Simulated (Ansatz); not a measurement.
C₅H₉O, doublet (typed; the unrestricted solution is spin-contaminated), geometry from GFN2-xTB; CCSD(T)/STO-3G (Ansatz, a program for electronic structure).

Ansatz was given this input:
Ansatz 0.2 input:
```yaml
crystal:
  periodic: [false, false, false]
  atoms:
    - {symbol: C, position_ang: [2.01685383, 0.80289467, -0.48140274]}
    - {symbol: C, position_ang: [1.33415159, -0.30002265, 0.22624077]}
    - {symbol: C, position_ang: [0.18048958, -0.09743068, 1.11550787]}
    - {symbol: C, position_ang: [-0.93942580, -0.33502409, 0.09699403]}
    - {symbol: C, position_ang: [-1.41905845, 0.90917696, -0.60521402]}
    - {symbol: O, position_ang: [-1.35994096, -1.44168771, -0.14671316]}
    - {symbol: H, position_ang: [3.09936272, 0.66919323, -0.42202659]}
    - {symbol: H, position_ang: [1.77128539, 0.81785147, -1.54982399]}
    - {symbol: H, position_ang: [1.76309763, 1.77067124, -0.05271276]}
    - {symbol: H, position_ang: [1.58722937, -1.31094778, -0.04541413]}
    - {symbol: H, position_ang: [0.13513096, 0.90710448, 1.53212895]}
    - {symbol: H, position_ang: [0.12280901, -0.85337034, 1.89873004]}
    - {symbol: H, position_ang: [-2.05478452, 0.63868661, -1.44469551]}
    - {symbol: H, position_ang: [-0.58436427, 1.51025346, -0.95343809]}
    - {symbol: H, position_ang: [-1.99830289, 1.50649421, 0.09820203]}
basis:
  gaussian:
    orbitals: STO-3G
magnetization: {spin_polarized: true, initial_magnetization: 1}
correlation: {method: ccsd_t}
```

It wrote (shortened):

```
Functional definition: HF
553 factors; integrals over basis functions are off by at most 3.2e-5 eV
mean field evaluation 1: about -7233.6435 eV, gradient 2.5e1 eV
mean field evaluation 2: about -7233.9715 eV, gradient 2.5e1 eV
mean field evaluation 4: about -7239.2027 eV, gradient 3.3e0 eV
mean field evaluation 8: about -7239.4286 eV, gradient 3.4e-1 eV
mean field evaluation 16: about -7239.5276 eV, gradient 7.7e-4 eV
mean field evaluation 32: about -7239.4034 eV, gradient 4.1e-3 eV
mean field evaluation 64: about -7237.0121 eV, gradient 5.1e-1 eV
mean field -7239.52762534 eV, -266.0477331031 hartree, gradient 2.3e-6 eV, S^2 0.986248; 4 other end points of the search recorded, 0 dependent functions left out
determinant -7239.52762534 eV, -266.0477331031 hartree, with singles and doubles -7249.79805736 eV, -266.4251645184 hartree
determinant -7239.42153988 eV, -266.0438345344 hartree, with singles and doubles -7249.79421391 eV, -266.4250232741 hartree
determinant -7236.98997954 eV, -265.9544763402 hartree, with singles and doubles -7245.85248676 eV, -266.2801674731 hartree
determinant -7239.52762534 eV, -266.0477331031 hartree, with singles and doubles -7249.79942544 eV, -266.4252147945 hartree
determinant -7239.42153988 eV, -266.0438345344 hartree, with singles and doubles -7249.79428290 eV, -266.4250258094 hartree
6 core orbitals not correlated
reference -7239.42153988 eV, -266.0438345344 hartree; 18, 17 occupied and 15, 16 virtual orbitals, 553 factors
second order -7.67055721 eV of doubles, -0.00000000 eV of singles
cycle   1  -10.37274959 eV  change   -6.6e-6 eV  update   3.3e-6
perturbative correction -0.13138312 eV, -0.0048282406 hartree
Total energy: -7249.92567259 eV, -266.4298542914 hartree
```
